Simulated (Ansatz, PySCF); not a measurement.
Al(H)(NCO)(OH) (CH2AlNO2), SMILES O=C=[N][AlH][OH]. Atoms are numbered in the order given.

```xyz
7

Al    -0.5226    -1.1777     0.0000
H     -1.9982    -1.6998     0.0000
N     -0.1582     0.5644     0.0000
C      0.0492     1.7475     0.0000
O      0.2545     2.8976     0.0000
O      0.7362    -2.3083     0.0000
H      1.6792    -2.1395     0.0000
```

Geometry: PBE0-D3(BJ)/def2-SVP. Other conformers were not sampled.

Vertical ionisation energy (IE) and electron affinity (EA) in eV. Rows of orbital energies are one-electron estimates. Where ΔSCF, EOM or ADC give a negative EA the extra electron is unbound and the value depends on the basis.

```csv
level,IE,EA
"−ε(HOMO), −ε(LUMO), r2SCAN/def2-TZVP (PySCF)",(withheld),(withheld)
"ΔSCF, CAM-B3LYP/def2-SVPD (Ansatz), final states of multiplicity 2 and 2",11.19,-0.66
```

Question: Complete the blanks. (Estimate from the structure and the level; the computed values follow.)

Answer: 
- −ε(HOMO), −ε(LUMO), r2SCAN/def2-TZVP (PySCF), IE: 7.55
- −ε(HOMO), −ε(LUMO), r2SCAN/def2-TZVP (PySCF), EA: 1.37

Question: What vertical singlet–triplet gap does ΔSCF give with CAM-B3LYP/def2-SVPD (Ansatz, an electronic-structure program)? (Estimate from the structure and the level; the computed values follow.)

Answer: 6.28 eV (triplet above singlet where positive).
